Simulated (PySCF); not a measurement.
FMg, charge +1. Atoms are numbered in the order given.

```xyz
2

Mg     0.0000     0.0000    -0.7286
F      0.0000     0.0000     0.9715
```
Charge +1, spin multiplicity 1.

Geometry: PBE0-D3(BJ)/def2-TZVPD. The multiplicity is an assumed one; other spin states were not compared.

Level of theory: TDDFT-PBE/def2-TZVPD run with PySCF.

Vertical excitations; the highest root listed may be one member of a degenerate set. Isolated molecule, no solvent. State labels are in the subgroup C2v.

Computed UV-visible absorptions:
| state | symmetry | energy (eV) | λ (nm) | f | main pairs |
|---|---|---|---|---|---|
| S1 | B2 | 3.26 | 380 | 0.006 | HOMO→LUMO (degenerate set) |
| S2 | B1 | 3.26 | 380 | 0.006 | HOMO−1→LUMO (degenerate set) |
| S3 | A1 | 4.76 | 261 | 0.093 | HOMO−2→LUMO 96 % |
| S4 | A2 | 7.36 | 169 | 0.000 | HOMO−1→LUMO+2, HOMO→LUMO+1 (degenerate set) |
| S5 | A1 | 7.36 | 169 | 0.000 | HOMO→LUMO+2, HOMO−1→LUMO+1 (degenerate set) |
| S6 | A2 | 7.36 | 168 | 0.000 | HOMO→LUMO+1 50 %, HOMO−1→LUMO+2 50 % |
| S7 | A1 | 8.03 | 154 | 0.104 | HOMO−1→LUMO+1 46 %, HOMO→LUMO+2 46 % |
| S8 | B1 | 8.25 | 150 | 0.048 | HOMO−2→LUMO+1 (degenerate set) |
| S9 | B2 | 8.25 | 150 | 0.048 | HOMO−2→LUMO+2 (degenerate set) |
| S10 | B2 | 8.92 | 139 | 0.068 | HOMO→LUMO+3 99 % |
| T1 | B2 | 3.06 | 405 | 0 | HOMO→LUMO (degenerate set) |
| T2 | B1 | 3.06 | 405 | 0 | HOMO−1→LUMO (degenerate set) |
| T3 | A1 | 3.67 | 337 | 0 | HOMO−2→LUMO 100 % |
| T4 | A1 | 7.10 | 175 | 0 | HOMO−1→LUMO+1 50 %, HOMO→LUMO+2 50 % |
Triplets are in the Tamm–Dancoff approximation, which puts them higher than full response would, so one can lie above its singlet here.
